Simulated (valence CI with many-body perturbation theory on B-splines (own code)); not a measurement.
Rb⁶⁺: electric-dipole lines

Level of theory: configuration interaction combined with many-body perturbation theory (CI+MBPT): three valence electrons over a frozen Dirac-Fock core [Ar] 3d10, a basis of 11 s, 11 p, 10 d, 8 f, 5 g, 2 h functions for each j, with the one-electron correlation potential Σ1, the two-electron term Σ2, the three-electron term Σ3, Breit, model QED; selected CI, second order for the rest, scaled by the run's own slope (own B-spline code, finite nucleus).

Set against measurement, 19 paired levels are off by 135 cm⁻¹ on average, the worst by 327. These come from a selection out of Sansonetti, J. Phys. Chem. Ref. Data 35, 301 (2006). Levels without a partner in it may be off by more.

Lines 151 to 200 of 544 in falling wavelength, among levels below 659390 cm⁻¹, chosen from the strongest by gf and those to the six lowest levels. Wavelengths and rates use the calculated energies, so an error of 100 cm⁻¹ moves a line at 82.32 nm by 0.082 % and its rate by three times that or more. Electric multipoles are in the length gauge, E1 and E2 with the static RPA response of the core. Weak lines are less certain than strong ones. Lines between different terms over intervals too small for the method are left out, as are lines whose strength nearly cancels. Where a level lies close to another of its J and parity, the split of strength between their lines is uncertain. The highest levels of a list are the least certain.

Names give the largest LS component (configuration and term), which can be under half, so a name can repeat, a term be missing and a line seem to break the LS rules; names also repeat where a configuration has a term twice. Letters in brackets count levels of one name in rising energy.

| λ vac (nm) | λ from measured levels | Upper | Lower | A (s⁻¹) | S (a.u.) |
| --- | --- | --- | --- | --- | --- |
| 88.47 |  | 4s2 5g 2G_7/2 | 4s2 4f 2F°_5/2 | 1.61e+09 | 4.39e+00 |
| 87.91 |  | 4s2 5g 2G_9/2 [a] | 4s2 4f 2F°_7/2 | 8.53e+08 | 2.86e+00 |
| 87.61 |  | 4s2 5g 2G_9/2 [b] | 4s2 4f 2F°_7/2 | 8.41e+08 | 2.79e+00 |
| 83.13 |  | 4s 4p 5p 2D_3/2 [b] | 4s2 4f 2F°_5/2 | 9.00e+08 | 1.02e+00 |
| 82.32 | 82.23 | 4s 4p2 4P_5/2 | 4s2 4p 2P°_3/2 | 2.01e+07 | 3.32e-02 |
| 81.79 |  | 4s 4p 4f 2G_7/2 [a] | 4s2 4f 2F°_5/2 | 5.85e+08 | 1.26e+00 |
| 81.23 |  | 4s 4p 5p 2D_5/2 [b] | 4s2 4f 2F°_7/2 | 6.99e+08 | 1.11e+00 |
| 80.88 |  | 4p2 4d 2F_5/2 [a] | 4s 4p 4d 2F°_5/2 [a] | 5.41e+08 | 8.47e-01 |
| 80.71 |  | 4p2 5s 2D_5/2 | 4s 4p 5s 2P°_3/2 [b] | 1.07e+09 | 1.67e+00 |
| 80.67 |  | 4s2 6s 2S_1/2 | 4s2 5p 2P°_3/2 | 4.62e+09 | 2.39e+00 |
| 80.27 |  | 4s 4p 6s 4P°_1/2 | 4s 4p 5p 2P_3/2 [a] | 2.66e+09 | 1.36e+00 |
| 79.81 |  | 4p2 4d 2G_7/2 | 4s 4p 4d 2F°_5/2 [b] | 3.91e+08 | 7.84e-01 |
| 79.26 |  | 4s 4p 4f 2G_9/2 [a] | 4s2 4f 2F°_7/2 | 1.04e+09 | 2.56e+00 |
| 79.15 |  | 4p2 5s 2D_3/2 | 4s 4p 5s 2P°_1/2 [b] | 1.33e+09 | 1.31e+00 |
| 78.58 |  | 4s2 6s 2S_1/2 | 4s2 5p 2P°_1/2 | 2.45e+09 | 1.17e+00 |
| 77.25 |  | 4p2 4d 2G_9/2 | 4s 4p 4d 2F°_7/2 [b] | 4.22e+08 | 9.59e-01 |
| 76.31 |  | 4s 4p 5p 2S_1/2 [a] | 4s 4p 4d 2P°_3/2 [a] | 1.73e+09 | 7.59e-01 |
| 75.91 |  | 4s 4p 6s 4P°_1/2 | 4s 4p 5p 4D_1/2 | 1.91e+09 | 8.23e-01 |
| 73.55 |  | 4p2 4d 2P_3/2 [b] | 4s 4p 4d 2P°_3/2 [b] | 1.07e+09 | 8.43e-01 |
| 72.46 | 72.32 | 4p3 2P°_3/2 | 4s 4p2 2P_3/2 | 1.67e+09 | 1.25e+00 |
| 71.72 |  | 4s 4p 5p 2D_5/2 [a] | 4s 4p 4d 2F°_7/2 [a] | 2.13e+09 | 2.32e+00 |
| 70.74 |  | 4s 4p 5p 2D_3/2 [a] | 4s 4p 4d 2F°_5/2 [a] | 2.01e+09 | 1.40e+00 |
| 70.27 |  | 4s 4p 5p 2P_3/2 [b] | 4s 4p 4d 2D°_5/2 [b] | 1.61e+09 | 1.10e+00 |
| 69.69 |  | 4s2 5p 2P°_1/2 | 4s2 4d 2D_3/2 | 3.56e+09 | 1.19e+00 |
| 68.72 |  | 4s2 5p 2P°_3/2 | 4s2 4d 2D_5/2 | 3.17e+09 | 2.03e+00 |
| 66.61 | 66.56 | 4s 4p2 2D_3/2 | 4s2 4p 2P°_3/2 | 3.30e+07 | 1.93e-02 |
| 66.58 |  | 4s 4p 5p 2S_1/2 [b] | 4s 4p 4d 2P°_3/2 [b] | 2.26e+09 | 6.59e-01 |
| 66.32 | 66.31 | 4p3 2D°_3/2 | 4s 4p2 2D_3/2 | 8.97e+08 | 5.17e-01 |
| 66.27 |  | 4p2 4d 2P_3/2 [a] | 4s 4p 4d 2D°_5/2 [a] | 1.57e+09 | 9.00e-01 |
| 65.95 | 65.91 | 4s 4p2 2D_5/2 | 4s2 4p 2P°_3/2 | 1.17e+09 | 9.94e-01 |
| 65.50 | 65.44 | 4p3 2D°_5/2 | 4s 4p2 2D_5/2 | 2.01e+09 | 1.67e+00 |
| 64.90 | 64.91 | 4p3 4S°_3/2 | 4s 4p2 2D_3/2 | 5.41e+08 | 2.92e-01 |
| 64.86 | 64.80 | 4p3 2D°_5/2 | 4s 4p2 2D_3/2 | 2.26e+08 | 1.83e-01 |
| 64.81 |  | 4s 4p 5p 4P_5/2 [a] | 4s 4p 4d 4D°_7/2 | 1.68e+09 | 1.35e+00 |
| 64.80 |  | 4s 4p 5p 2P_3/2 [a] | 4s 4p 4d 4P°_5/2 | 1.93e+09 | 1.03e+00 |
| 64.33 |  | 4s 4p 5p 4P_5/2 [b] | 4s 4p 4d 4D°_5/2 | 1.86e+09 | 1.46e+00 |
| 63.39 |  | 4s 4p 4f 2G_7/2 [b] | 4s2 4f 2F°_5/2 | 4.47e+09 | 4.49e+00 |
| 63.06 |  | 4s 4p 4f 2G_7/2 [b] | 4s2 4f 2F°_7/2 | 9.00e+08 | 8.91e-01 |
| 62.77 |  | 4p2 4d 4D_7/2 | 4s 4p 4d 4D°_7/2 | 8.03e+08 | 7.84e-01 |
| 62.66 |  | 4s 4p 4f 2F_5/2 [b] | 4s2 4f 2F°_5/2 | 1.02e+09 | 7.45e-01 |
| 62.27 | 62.23 | 4s 4p2 2D_3/2 | 4s2 4p 2P°_1/2 | 1.54e+09 | 7.32e-01 |
| 62.05 |  | 4s 4p 4f 2F_7/2 [c] | 4s2 4f 2F°_5/2 | 1.34e+09 | 1.26e+00 |
| 61.88 |  | 4s2 5g 2G_7/2 | 4s 4p 4d 2F°_5/2 [b] | 6.16e+09 | 5.76e+00 |
| 61.82 |  | 4s 4p 4f 2G_9/2 [b] | 4s2 4f 2F°_7/2 | 6.49e+09 | 7.57e+00 |
| 61.74 |  | 4s 4p 4f 2F_7/2 [c] | 4s2 4f 2F°_7/2 | 6.74e+08 | 6.26e-01 |
| 61.63 |  | 4s2 5g 2G_9/2 [a] | 4s 4p 4d 2F°_7/2 [b] | 2.65e+09 | 3.06e+00 |
| 61.48 |  | 4s2 5g 2G_9/2 [b] | 4s 4p 4d 2F°_7/2 [b] | 3.62e+09 | 4.15e+00 |
| 61.06 |  | 4p2 4d 4F_7/2 | 4s 4p 4d 4F°_9/2 | 7.31e+08 | 6.57e-01 |
| 60.09 |  | 4p2 5s 2D_3/2 | 4s 4p 5s 2P°_3/2 [a] | 2.21e+09 | 9.47e-01 |
| 59.91 |  | 4p2 4d 4F_9/2 | 4s 4p 4d 4F°_9/2 | 2.44e+09 | 2.59e+00 |
